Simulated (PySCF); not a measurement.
Compound: C6H7O3P.
Bonds: C1–O2, O2–C3, C3–O4 (double), C3–C5, C5–P6 (aromatic), P6–C7 (aromatic), C7–O8 (aromatic), O8–C9 (aromatic), C9–C10, C5–C9 (aromatic). Hydrogens: H11, H12, H13 on C1; H14 on C7; H15, H16, H17 on C10.

Computed with PySCF at PBE0/pcSseg-1 and B3LYP/def2-SVPD, non-relativistic, on one gas-phase PBE0-D3(BJ)/def2-SVP geometry that isn't relaxed in the solvent. The solvent is an IEF-PCM continuum (Bondi radii, 1.10 Å for H, scaled by 1.2). Only the electrostatic response of the medium enters.

Gas phase at PBE0/pcSseg-1: HOMO -6.99 eV, LUMO -1.13 eV, dipole 0.36 D.

Task: What does the continuum do to the energy, the frontier levels and the dipole at PBE0/pcSseg-1 in tetrahydrofuran and dimethylsulfoxide?

Result: 
```json
{"solvent": "tetrahydrofuran", "ε": "7.426", "E(solvent) − E(gas) (kJ/mol)": "-18.78", "polarisation term (kJ/mol)": "-20.72", "distortion of the solute (kJ/mol)": "1.94", "HOMO (eV)": "-7.01", "LUMO (eV)": "-1.21", "dipole (D)": "0.71"}
{"solvent": "dimethylsulfoxide", "ε": "46.83", "E(solvent) − E(gas) (kJ/mol)": "-22.70", "polarisation term (kJ/mol)": "-25.62", "distortion of the solute (kJ/mol)": "2.92", "HOMO (eV)": "-7.02", "LUMO (eV)": "-1.24", "dipole (D)": "0.82"}
```

The first energy column is the sum of the next two and covers electrostatics alone. From tetrahydrofuran to dimethylsulfoxide the lowering changes by a factor 1.21, Onsager's factor (ε − 1)/(2ε + 1) by 1.19 and ε itself by 6.3.

Task: Which Mulliken charges (PBE0/pcSseg-1) respond most in dimethylsulfoxide (means over atoms taken as equivalent)?

Result: 
| atoms | environment | gas (e) | solvent (e) | change |
| --- | --- | --- | --- | --- |
| P6 | phosphorus bonded to 2 C | +0.465 | +0.421 | -0.044 |
| O4 | ester carbonyl oxygen | -0.430 | -0.466 | -0.036 |
| H14 | aromatic hydrogen | +0.132 | +0.158 | +0.026 |
| C3 | ester carbonyl carbon | +0.559 | +0.577 | +0.018 |
| C7 | aromatic CH next to a ring oxygen | -0.148 | -0.137 | +0.011 |
| C1 | methoxy carbon | -0.029 | -0.040 | -0.011 |
| H11/H12/H13 | methyl hydrogen | +0.123 | +0.133 | +0.010 |
| O2 | ester single-bonded oxygen | -0.475 | -0.483 | -0.008 |

Task: Which Mayer bond orders change most in dimethylsulfoxide?

Result: 
| bond | length (Å) | gas | solvent | change |
| --- | --- | --- | --- | --- |
| C3–O4 | 1.209 | 1.919 | 1.891 | -0.028 |
| C1–O2 | 1.415 | 0.875 | 0.861 | -0.014 |
| O2–C3 | 1.339 | 1.091 | 1.105 | +0.014 |
| C5–P6 | 1.790 | 1.102 | 1.092 | -0.010 |
| P6–C7 | 1.703 | 1.562 | 1.572 | +0.010 |
| C3–C5 | 1.469 | 1.019 | 1.027 | +0.008 |
| C7–H14 | 1.090 | 0.958 | 0.952 | -0.006 |
| C10–H16 | 1.098 | 0.937 | 0.931 | -0.006 |

Task: How do the nuclear quadrupole coupling constants eQVzz/h respond in dimethylsulfoxide?

Result: 
```json
{"nucleus": "17O at O2", "Q (barn)": "-0.0256", "gas (MHz)": "-10.38", "solvent (MHz)": "-10.16", "η gas": "0.42", "η solvent": "0.41"}
{"nucleus": "17O at O4", "Q (barn)": "-0.0256", "gas (MHz)": "9.47", "solvent (MHz)": "9.33", "η gas": "0.06", "η solvent": "0.00"}
{"nucleus": "17O at O8", "Q (barn)": "-0.0256", "gas (MHz)": "-8.59", "solvent (MHz)": "-8.52", "η gas": "0.17", "η solvent": "0.17"}
```

Gas phase at B3LYP/def2-SVPD: HOMO -6.77 eV, LUMO -1.37 eV, dipole 0.45 D.

Task: What does the continuum do to the energy, the frontier levels and the dipole at B3LYP/def2-SVPD in dimethylsulfoxide?

Result: 
| solvent | ε | E(solvent) − E(gas) (kJ/mol) | polarisation term (kJ/mol) | distortion of the solute (kJ/mol) | HOMO (eV) | LUMO (eV) | dipole (D) |
| --- | --- | --- | --- | --- | --- | --- | --- |
| dimethylsulfoxide | 46.83 | -21.65 | -24.82 | 3.17 | -6.76 | -1.44 | 0.92 |

Task: How does the static polarisability (B3LYP/def2-SVPD, frozen core, with the continuum's full static response) change?

Result: 
| medium | isotropic (au) | principal values (au) | ⟨r²⟩ of the electrons (bohr²) |
| --- | --- | --- | --- |
| gas | 105.8 | 69.3, 118.7, 129.5 | 1730.8 |
| dimethylsulfoxide | 147.6 | 99.5, 168.9, 174.4 | 1729.1 |

The isotropic value in dimethylsulfoxide is 1.40 times the gas-phase one; no cavity-field correction is applied. ⟨r²⟩ is taken about the centre of nuclear charge.

Shape of the structure used: `[CH3:1][O:2][C:3](=[O:4])[c:5]1[p:6][cH:7][o:8][c:9]1[CH3:10]`: C1–O2–C3–O4 0°, O2–C3–C5–P6 1°.
